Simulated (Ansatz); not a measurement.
Basis-set series for CH₃Br, SMILES `CBr`. The species carries charge 0 and has multiplicity 1. Geometry: relaxed with PBE0-D4/def2-TZVP.

| functional | basis | functions | energy (Eh) | HOMO (eV) | LUMO (eV) |
| --- | --- | --- | --- | --- | --- |
| PBE0-D4 | def2-SVP | 61 | -2613.37483 | -7.77 | 0.40 |
| PBE0-D4 | def2-QZVPP | 236 | -2613.78956 | -7.96 | -0.16 |
| ωB97M-V | def2-SVP | 61 | -2613.54626 | -10.02 | 2.54 |
| ωB97M-V | def2-QZVPP | 236 | -2613.96152 | -10.22 | 1.46 |

Task: Give the rows for def2-TZVPP. (An estimate is asked.)

Result: Computed: 
```json
{"functional": "PBE0-D4", "basis": "def2-TZVPP", "functions": "121", "energy (Eh)": "-2613.73439", "HOMO (eV)": "-7.94", "LUMO (eV)": "0.07"}
{"functional": "ωB97M-V", "basis": "def2-TZVPP", "functions": "121", "energy (Eh)": "-2613.90806", "HOMO (eV)": "-10.20", "LUMO (eV)": "2.05"}
```

Positive LUMOs are unbound and depend on the basis. Scalar relativity is left out up to krypton.
